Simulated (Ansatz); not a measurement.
C₂H₄FIn (`[F][In]1[CH2][CH2]1`). The species carries charge 0 and has multiplicity 1. In: def2 effective core potential. All single points use the PBE0-D4/def2-TZVP geometry.

```xyz
8

F     2.188   -1.444    2.099
In    0.932   -0.619    0.894
C    -0.523   -0.487   -0.635
C    -0.163    0.940   -0.023
H    -1.539   -0.826   -0.451
H    -0.251   -0.628   -1.678
H    -0.974    1.438    0.503
H     0.330    1.626   -0.709
```

Q: What is the dipole moment at ωB97M-V/def2-TZVPP? (Best estimate.)

A: Computed: 1.55 D, with components (-1.01, 0.65, -0.97) D in this frame, pointing from negative to positive charge.

Q: And with PBE, r2SCAN, B3LYP? (Estimate.)

A: Computed: PBE 1.65 D, r2SCAN 1.70 D, B3LYP 1.73 D.

Q: Give the Mulliken charges with ωB97M-V, B3LYP, r2SCAN in def2-TZVPP. (Best estimate.)

A: Ansatz gave: 
```tsv
atom	ωB97M-V	B3LYP	r2SCAN
F1	-0.44	-0.43	-0.43
In2	0.74	0.71	0.69
C3	-0.37	-0.33	-0.28
C4	-0.37	-0.34	-0.28
H5	0.11	0.10	0.08
H6	0.11	0.10	0.08
H7	0.11	0.10	0.08
H8	0.11	0.10	0.08
```

B3LYP here is the variant with VWN-RPA as its local correlation; programs differ in this.
